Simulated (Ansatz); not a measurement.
CH₆ClFSi₂ (`F[SiH2]C[SiH2]Cl`). Total charge 0; spin multiplicity 1.

```xyz
11

F     0.621   -2.781    0.744
Si    0.672   -1.187    0.901
C    -0.307   -0.411   -0.473
Si   -0.386    1.447   -0.470
Cl   -1.512    2.096   -2.066
H     2.096   -0.778    0.841
H     0.094   -0.851    2.225
H    -1.333   -0.794   -0.428
H     0.121   -0.732   -1.429
H     0.965    2.040   -0.610
H    -1.033    1.952    0.764
```

Problem. List the harmonic frequencies (cm⁻¹, unscaled) at PBE0-D4/def2-TZVP in Ansatz. (Best estimate.)

Solution. The calculation gave: 29, 59, 92, 195, 243, 460, 529, 549, 679, 685, 736, 781, 838, 839, 868, 925, 950, 972, 1021, 1068, 1387, 2239, 2243, 2247, 2251, 3052, 3112.

Problem. Is this a minimum?

Solution. Yes, all 27 modes are real.

Problem. Give the ideal-gas thermochemistry at 298.15 K and 1 bar (rigid rotor, harmonic oscillator; point group Cs, symmetry number 1).

Solution. Zero-point energy 173.8 kJ/mol; H(298) − E = 196.8 kJ/mol; entropy 380.9 J/(mol·K), of which translation 169.4, rotation 119.2, vibration 92.2; G(298) − E = 83.2 kJ/mol. Modes under 100 cm⁻¹ are hindered rotations or soft bends, so the harmonic entropy is rough.

Problem. And at 400, 500, 600, 800 and 1000 K?

Solution. 
```
T (K)  H − E (kJ/mol)  S (J/mol/K)  G − E (kJ/mol)
  400           210.1        419.1            42.4
  500           225.3        453.0            -1.2
  600           242.2        483.7           -48.1
  800           279.5        537.3          -150.3
 1000           320.4        582.8          -262.4
```
